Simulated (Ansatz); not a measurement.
Reaction (hydrogenolysis of the Si–N bond): `O=C=N[SiH](F)Cl` + H₂ → `F[SiH2]Cl` + `N=C=O`

Isolated molecules relaxed with PBE0-D4/def2-TZVP in Ansatz; ΔE leaves out vibrations. CCSD(T)/CBS is the MP2 limit (def2-TZVPP, def2-QZVPP) plus CCSD(T) − MP2 in def2-TZVPP, frozen cores. This one scheme is used for every species. Functionals use def2-TZVPP. B3LYP here is the variant with VWN-RPA as its local correlation; programs differ in this. HSE06 is defined as in plane-wave codes. One conformer a species, not always the lowest.

```
         level  ΔE (eV)
    r2SCANh-D4     0.90
      PBE-QIDH     0.87
           PBE     0.74
          BLYP     0.74
         B3LYP     0.78
         HSE06     0.78
     CAM-B3LYP     0.81
MP2/def2-TZVPP     0.95
```

**Question.** What does CCSD(T)/CBS give? (Best estimate.)

**Answer.** The calculation gave: +0.88 eV. The listed levels differ from it by 0.02, -0.01, -0.14, -0.14, -0.10, -0.10, -0.07, 0.07 eV.

Largest T1 diagnostic among the species: 0.018.

In def2-TZVPP, CCSD(T) changes the Hartree–Fock value by +0.05 eV (the triples alone add +0.02 eV) and MP2 by +0.14 eV. At CCSD(T), def2-SVP lies −0.10 eV from the extrapolated value and def2-TZVPP −0.02 eV. Leaving LDA and LC-ωPBE aside and taking each functional with its dispersion term where it has one, the values, not all of them listed here, spread over 0.10 eV, from PBE-D4 to BHLYP-D4. LDA lies +0.08 eV from PBE without D4.
